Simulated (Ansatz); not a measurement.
CH₆BClGe, SMILES `B[CH](Cl)[GeH3]`, relaxed with RKS PBE-D4/def2-SVP in Ansatz from a rough embedded geometry. The force threshold is 0.03 eV/Å; the program also tests the step.

Charge 0, multiplicity 1.

Start:

```xyz
10

B     1.398    0.488    0.443
C     0.019   -0.097    0.744
Cl   -0.860    1.047    1.731
Ge   -0.972   -0.399   -0.825
H     2.431   -0.096    0.738
H     1.558    1.531   -0.181
H     0.130   -1.041    1.323
H    -2.354   -0.983   -0.515
H    -1.149    0.961   -1.676
H    -0.201   -1.410   -1.781
```

By how much does the energy fall, and how many steps does the optimiser take? (An estimate is asked.)

Ansatz gave: 43.82 kJ/mol, in 9 steps, 2 of them rejected.

Which bonds change most? (Estimate.)

The calculation gave: C2–Ge4 from 1.881 to 2.043 Å; Ge4–H9 from 1.613 to 1.545 Å; C2–Cl3 from 1.748 to 1.804 Å; Ge4–H10 from 1.591 to 1.550 Å.

Give the relaxed structure. (Best estimate.)

Computed: 
```xyz
10

B     1.376    0.506    0.384
C     0.038   -0.009    0.912
Cl   -1.070    1.136    1.758
Ge   -0.849   -0.426   -0.880
H     2.192   -0.324    0.025
H     1.584    1.688    0.207
H     0.022   -0.983    1.441
H    -2.243   -0.966   -0.481
H    -0.987    0.880   -1.694
H    -0.062   -1.502   -1.671
```
